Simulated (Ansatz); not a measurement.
Basis sets compared for the cluster Rb4I3. Total charge 0; doublet. Geometry PBE0-D4/def2-SVP. Ansatz on 4 threads of Arm Neoverse V2 on a shared host; times are rough, and most runs start from earlier orbitals.

Cartesian coordinates in Å:
```
Rb -3.517 -3.607 -0.242
Rb 0.420 -2.585 1.955
Rb 1.820 0.521 -1.924
Rb -0.416 2.422 1.064
I 0.666 3.759 -1.907
I 2.420 0.252 1.632
I -1.393 -0.762 -0.578
```

In the def2 sets I, Rb take a core potential; there is no spin–orbit coupling. Another isomer (doublet) lies 0.42 eV lower at PBE0-D4/def2-TZVP; other spin states weren't run for this one.

Binding counts from free atoms (Rb doublet, I doublet) in the same basis, without a counterpoise term.

```tsv
level	functions	energy (Eh)	HOMO (eV)	LUMO (eV)	binding per atom (eV)	wall time
PBE-D4/def2-SVP	174	-989.7901	-2.60	-2.09	1.93	7 s
PBE0-D4/def2-SVP	174	-989.8808	-2.97	-1.54	1.95	15 s
```

Q: Estimate the rows for PBE-D4/def2-TZVP (with forces), PBE0-D4/def2-TZVP.

A: 
```tsv
level	functions	energy (Eh)	HOMO (eV)	LUMO (eV)	binding per atom (eV)	wall time
PBE-D4/def2-TZVP (with forces)	282	-989.8161	-2.56	-2.02	1.91	17 s
PBE0-D4/def2-TZVP	282	-989.9040	-2.94	-1.45	1.93	24 s
```
